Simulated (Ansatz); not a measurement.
Single points on Mg₄H₆.

```yaml
crystal:
  periodic: [false, false, false]
  atoms:
    - {symbol: Mg, position_ang: [0.037466, 1.153136, -1.480125]}
    - {symbol: Mg, position_ang: [-2.084922, -0.999211, 0.027286]}
    - {symbol: Mg, position_ang: [0.681323, -1.707836, -0.249148]}
    - {symbol: Mg, position_ang: [0.252443, 0.779971, 1.690129]}
    - {symbol: H, position_ang: [0.703235, 1.682599, 0.151235]}
    - {symbol: H, position_ang: [1.031876, -0.944718, 1.326763]}
    - {symbol: H, position_ang: [-0.116359, 1.305416, 3.278659]}
    - {symbol: H, position_ang: [-0.814558, -2.696777, -0.266708]}
    - {symbol: H, position_ang: [-0.530052, 2.020354, -2.844400]}
    - {symbol: H, position_ang: [0.839559, -0.592945, -1.633701]}
basis:
  gaussian: {orbitals: def2-TZVP, initial_orbitals: start.molden}
hamiltonian: {xc: pbe, dispersion: d4}
scf: {omitted_lower_state_checks: [starts]}
output: {forces: true, orbitals: {seedname: orbitals}}
```

The file start.molden holds the orbitals of an earlier run on this structure, at another level or in another basis.

```sh
$ ansatz run in.yaml --threads 4 --pin off --events-out ev --progress --plain --max-ram 3916MiB
```

Output, abridged:

```
Functional definition: PBE
  name "PBE"
  cite "Perdew, Burke & Ernzerhof, Phys. Rev. Lett. 77, 3865 (1996) doi:10.1103/PhysRevLett.77.3865"
  parent pbe
  parameter kappa = 0.804
  parameter beta = 0.06672455060314922
  exchange = pbe_x(kappa = kappa, mu = beta*pi^2/3)
  correlation = pbe_c(beta = beta)
these checks for a lower state are left out or cut short: starts
1416 factors; their error is unknown
mean field evaluation 1: about -21860.3815 eV, gradient 8.5e0 eV
mean field evaluation 2: about -21860.4647 eV, gradient 1.2e-1 eV
mean field evaluation 4: about -21860.4417 eV, gradient 2.4e-4 eV
mean field -21860.44168666 eV, -803.3564144453 hartree, gradient 1.1e-5 eV, S^2 0.000000; 0 other end points of the search recorded, 0 dependent functions left out
the calculation of the forces begins
reference -21860.44175396 eV, -803.3564169186 hartree; 27, 27 occupied and 137, 137 virtual orbitals, 1416 factors
Total energy: -21860.75470352 eV, -803.3679176027 hartree
Atom 0 at     0.037466     1.153136    -1.480125 Å, force     0.022774    -0.029603    -0.010366 eV/Å
Atom 1 at    -2.084922    -0.999211     0.027286 Å, force     0.013322     0.037121     0.001150 eV/Å
Atom 2 at     0.681323    -1.707836    -0.249148 Å, force    -0.001129    -0.075184    -0.005844 eV/Å
Atom 3 at     0.252443     0.779971     1.690129 Å, force     0.019685    -0.030162    -0.003380 eV/Å
Atom 4 at     0.703235     1.682599     0.151235 Å, force    -0.002004     0.031477     0.005069 eV/Å
Atom 5 at     1.031876    -0.944718     1.326763 Å, force    -0.008568     0.017002     0.033820 eV/Å
Atom 6 at    -0.116359     1.305416     3.278659 Å, force    -0.019812     0.014486     0.034109 eV/Å
Atom 7 at    -0.814558    -2.696777    -0.266708 Å, force     0.016821    -0.014464    -0.000585 eV/Å
Atom 8 at    -0.530052     2.020354    -2.844400 Å, force    -0.025548     0.023740    -0.025640 eV/Å
Atom 9 at     0.839559    -0.592945    -1.633701 Å, force    -0.015542     0.025588    -0.028333 eV/Å
Dipole moment:     0.079642    -0.994892    -0.120168 e Å
Checks for a lower state left out: starts
```

Hardware: 4 threads of Arm Neoverse V1 on a shared host. Wall time 1.9 s.

As the first input, with `correlation: {method: ccsd_t}`, `output: {orbitals: {seedname: orbitals}}` and without the key `hamiltonian` (abridged; 86 s):

```
Functional definition: HF
mean field evaluation 16: about -21810.7153 eV, gradient 1.1e1 eV
mean field -21820.19629793 eV, -801.8774236886 hartree, gradient 2.6e-6 eV, S^2 0.000000; unrestricted orbitals would lower it
4 core orbitals not correlated: weight in the atoms' cores, before any rotation towards them, 1.000 or more for the frozen orbitals, at most 0.000 for the correlated occupied ones
second order -22.92011851 eV of doubles, -0.00000000 eV of singles
cycle   1  -24.30061533 eV  change    -1.4e0 eV  update   9.7e-2
cycle   2  -24.84618901 eV  change   -5.5e-1 eV  update   3.6e-2
cycle   3  -24.86299115 eV  change   -1.7e-2 eV  update   1.2e-2
cycle   4  -24.85207706 eV  change    1.1e-2 eV  update   4.7e-3
cycle   5  -24.85204154 eV  change    3.6e-5 eV  update   1.8e-3
cycle   6  -24.85228751 eV  change   -2.5e-4 eV  update   7.3e-4
cycle   7  -24.85221389 eV  change    7.4e-5 eV  update   3.2e-4
cycle   8  -24.85225921 eV  change   -4.5e-5 eV  update   1.5e-4
cycle   9  -24.85230993 eV  change   -5.1e-5 eV  update   5.3e-5
perturbative correction -0.32963385 eV, -0.0121138206 hartree
Total energy: -21845.37824171 eV, -802.8028430536 hartree
Checks for a lower state left out: starts
```

First input, but with `hamiltonian: {xc: r2scan, dispersion: d4}`, `output: {orbitals: {seedname: orbitals}}` (abridged; 3.7 s):

```
Functional definition: r2SCAN
mean field -21871.46508180 eV, -803.7615167447 hartree, gradient 8.6e-6 eV, S^2 0.000000
Total energy: -21871.54739169 eV, -803.7645415773 hartree
Checks for a lower state left out: starts
```

The first input with `hamiltonian: {xc: {name: r2SCANh}, dispersion: d4}`, `output: {orbitals: {seedname: orbitals}}` (abridged; 4.3 s):

```
Functional definition: r2SCANh
mean field -21871.22703943 eV, -803.7527688488 hartree, gradient 1.7e-5 eV, S^2 0.000000
Total energy: -21871.31559087 eV, -803.7560230542 hartree
Checks for a lower state left out: starts
```

The first input with `hamiltonian: {xc: {name: wB97M-V}}`, `output: {orbitals: {seedname: orbitals}}` (abridged; 8.5 s):

```
Functional definition: wB97M-V
mean field -21872.55335230 eV, -803.8015099479 hartree, gradient 2.3e-5 eV, S^2 0.000000
Total energy: -21872.55343293 eV, -803.8015129108 hartree
Checks for a lower state left out: starts
```

First input, but with `hamiltonian: {xc: pbe0, dispersion: d4}`, `output: {orbitals: {seedname: orbitals}}` (abridged; 2.2 s):

```
Functional definition: PBE0
mean field -21862.73729080 eV, -803.4407763412 hartree, gradient 1.6e-5 eV, S^2 0.000000
Total energy: -21863.00861197 eV, -803.4507472106 hartree
Checks for a lower state left out: starts
```

Geometry: r2SCAN-D4/def2-SVP.

Correlated methods freeze 4 core orbitals; core or outer-core shells of Mg are correlated, in sets that lack core-valence functions. The restricted singlet is unstable towards broken spin symmetry in Hartree–Fock (as tested in another run); at PBE-D4/def2-TZVP, r2SCAN-D4/def2-TZVP, r2SCANh-D4/def2-TZVP, ωB97M-V/def2-TZVP and others this wasn't settled. At CCSD(T)/def2-TZVP the restricted singlet (for correlated methods, its reference) is unstable: a solution with broken spin symmetry lies lower. Another isomer (singlet) lies 0.40 eV lower at PBE0-D4/def2-TZVP; other spin states weren't run for this one.
